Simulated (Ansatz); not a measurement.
`[As]#[As+]` radical. Charge 1, multiplicity 2. Correlated methods include outer-core shells of As, which these sets cover unevenly. Scalar relativity is left out up to krypton.

```tsv
atom	x (Å)	y (Å)	z (Å)
As1	-0.262	1.059	0.065
As2	0.262	-1.059	-0.065
```

(1) Give the diagnostics of a CCSD(T)/def2-TZVPP run (frozen core, Ansatz). (An estimate is asked.)

## Answers

(1) The calculation gave: T1 = 0.0512, largest single amplitude 0.282, largest double 0.174, (T) share of the correlation energy 4.8 %, 13 CCSD cycles. ⟨S²⟩ of the UHF reference is 1.294 against 0.75 for a pure state. T1 lies over the customary mark of 0.045 for open shells.
